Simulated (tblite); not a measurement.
Compound: C4H6NO4S (charge -1).
SMILES with atom numbers: `[O:1]=[CH:2][NH:3][C@@H:4]1[CH2:5][C@@H:6]1[S:7](=[O:8])(=[O:9])[O-:10]` (hydrogens: H11 on C2; H12 on N3; H13 on C4; H14, H15 on C5; H16 on C6)
Bond orders are those of one Lewis drawing.

Computed with GFN2-xTB (tblite), gas phase: L-BFGS steps from a force-field or distance-geometry start until the largest atomic force falls under 0.01 eV/Å.

Step 43: E = -933.6210 eV
```
atom  x, y, z in Å  |  force x, y, z in eV/Å
O1      3.3118    0.0303    0.4238    0.014  -0.071  -0.019
C2      2.3804    0.8048    0.5559    0.084  -0.001   0.062
N3      1.1073    0.5891    0.2636   -0.062   0.019  -0.059
C4      0.6092   -0.6545   -0.2107   -0.021  -0.102   0.050
C5     -0.3052   -0.6748   -1.4025   -0.042   0.006   0.020
C6     -0.8455   -0.9301   -0.0361    0.049  -0.057   0.020
S7     -1.9443    0.3755    0.6040    0.069  -0.126  -0.010
O8     -3.1318    0.2366   -0.2193   -0.147   0.079  -0.016
O9     -1.2415    1.6561    0.4001    0.059   0.031  -0.071
O10    -2.1353    0.0467    2.0055   -0.029   0.008   0.086
H11     2.5388    1.8202    0.9648    0.001   0.117   0.004
H12     0.3304    1.2655    0.4030   -0.054   0.077   0.048
H13     1.3349   -1.4507   -0.0856    0.029  -0.076  -0.029
H14    -0.5750    0.2824   -1.8195   -0.038   0.040  -0.051
H15    -0.2432   -1.4825   -2.1187    0.063   0.012  -0.003
H16    -1.1988   -1.9059    0.2604    0.024   0.044  -0.030
```

Step 44: E = -933.6228 eV
```
atom  x, y, z in Å  |  force x, y, z in eV/Å
O1      3.3103    0.0256    0.4458   -0.047  -0.027  -0.003
C2      2.3784    0.8024    0.5685    0.042  -0.032   0.018
N3      1.1074    0.5911    0.2555    0.019   0.017  -0.035
C4      0.6105   -0.6539   -0.2186   -0.028  -0.084   0.062
C5     -0.3092   -0.6742   -1.4069   -0.017   0.006   0.018
C6     -0.8440   -0.9303   -0.0388    0.041  -0.049   0.013
S7     -1.9404    0.3752    0.6046   -0.002  -0.069   0.032
O8     -3.1416    0.2239   -0.2018   -0.007   0.098   0.074
O9     -1.2429    1.6583    0.3792   -0.011  -0.074  -0.054
O10    -2.1109    0.0587    2.0145   -0.014   0.040  -0.059
H11     2.5338    1.8183    0.9792   -0.002   0.088  -0.003
H12     0.3295    1.2683    0.3906   -0.038   0.060   0.046
H13     1.3367   -1.4504   -0.0945    0.019  -0.057  -0.033
H14    -0.5790    0.2833   -1.8238   -0.041   0.033  -0.043
H15    -0.2486   -1.4820   -2.1234    0.061   0.013  -0.004
H16    -1.1976   -1.9054    0.2585    0.026   0.035  -0.030
```

Step 45: E = -933.6244 eV
```
atom  x, y, z in Å  |  force x, y, z in eV/Å
O1      3.3105    0.0255    0.4460   -0.056   0.001   0.022
C2      2.3793    0.8028    0.5713   -0.003  -0.023  -0.028
N3      1.1080    0.5918    0.2541    0.037   0.005  -0.005
C4      0.6112   -0.6555   -0.2187   -0.023  -0.032   0.052
C5     -0.3108   -0.6741   -1.4066    0.023   0.009   0.007
C6     -0.8431   -0.9319   -0.0385    0.012  -0.025   0.006
S7     -1.9402    0.3733    0.6040   -0.023   0.000   0.035
O8     -3.1447    0.2272   -0.1996    0.042   0.075   0.082
O9     -1.2406    1.6562    0.3770   -0.029  -0.096  -0.046
O10    -2.1111    0.0604    2.0148   -0.005   0.028  -0.067
H11     2.5338    1.8218    0.9800   -0.002   0.029  -0.013
H12     0.3282    1.2692    0.3920   -0.010   0.021   0.032
H13     1.3372   -1.4537   -0.0966    0.003  -0.021  -0.032
H14    -0.5805    0.2837   -1.8250   -0.034   0.007  -0.021
H15    -0.2467   -1.4817   -2.1234    0.048   0.016  -0.002
H16    -1.1979   -1.9059    0.2578    0.021   0.003  -0.021
```

Step 46: E = -933.6258 eV
```
atom  x, y, z in Å  |  force x, y, z in eV/Å
O1      3.3044    0.0171    0.4573   -0.062   0.028   0.042
C2      2.3778    0.8012    0.5781   -0.015  -0.017  -0.064
N3      1.1075    0.5964    0.2500    0.025  -0.013   0.018
C4      0.6112   -0.6539   -0.2203   -0.015   0.001   0.044
C5     -0.3123   -0.6730   -1.4081    0.053   0.016   0.003
C6     -0.8423   -0.9341   -0.0401   -0.013   0.002   0.000
S7     -1.9389    0.3708    0.6039   -0.043   0.027   0.042
O8     -3.1520    0.2231   -0.1870    0.074   0.058   0.077
O9     -1.2413    1.6524    0.3647   -0.035  -0.077  -0.049
O10    -2.0990    0.0675    2.0179    0.001   0.012  -0.059
H11     2.5383    1.8227    0.9825   -0.020  -0.023  -0.023
H12     0.3249    1.2735    0.3868    0.025  -0.008   0.023
H13     1.3390   -1.4515   -0.0984   -0.011   0.001  -0.037
H14    -0.5838    0.2852   -1.8261   -0.027  -0.014  -0.009
H15    -0.2444   -1.4801   -2.1254    0.040   0.022  -0.002
H16    -1.1968   -1.9085    0.2528    0.023  -0.015  -0.006
```

Question: Estimate the geometry and energy of step 47. (The exact step hangs on the optimiser's Hessian estimate; all steps are aligned on step 46, rigid shifts and turns removed.)

Answer: E = -933.6269 eV, largest force 0.077 eV/Å
```
atom  x, y, z in Å  |  force x, y, z in eV/Å
O1      3.2978    0.0092    0.4692   -0.049   0.032   0.046
C2      2.3757    0.7997    0.5833   -0.020  -0.006  -0.068
N3      1.1067    0.6002    0.2466    0.010  -0.021   0.036
C4      0.6108   -0.6521   -0.2211   -0.007   0.022   0.022
C5     -0.3126   -0.6718   -1.4097    0.055   0.016   0.006
C6     -0.8419   -0.9358   -0.0418   -0.028   0.019  -0.007
S7     -1.9375    0.3688    0.6045   -0.025   0.041   0.034
O8     -3.1574    0.2193   -0.1742    0.050   0.035   0.047
O9     -1.2426    1.6488    0.3520   -0.026  -0.042  -0.046
O10    -2.0867    0.0744    2.0207    0.005  -0.004  -0.025
H11     2.5421    1.8225    0.9848   -0.038  -0.050  -0.033
H12     0.3221    1.2770    0.3816    0.045  -0.023   0.016
H13     1.3405   -1.4483   -0.1005   -0.016   0.007  -0.035
H14    -0.5873    0.2864   -1.8269   -0.017  -0.025  -0.001
H15    -0.2420   -1.4783   -2.1276    0.037   0.026   0.001
H16    -1.1953   -1.9112    0.2478    0.022  -0.027   0.006
```

The energy changes by -0.0011 eV. The first-order estimate −F·Δx gives -0.0015 eV and the mean of the old and new forces, exact on a quadratic surface, -0.0011 eV. The step makes an angle of 79° with the force vector and moves no atom by more than 0.016 Å.

The cost below is that of the whole relaxation. Time: 3.2 s wall, 1.9 s CPU. Hardware: Intel Xeon at 2.50 GHz, one thread, shared host.
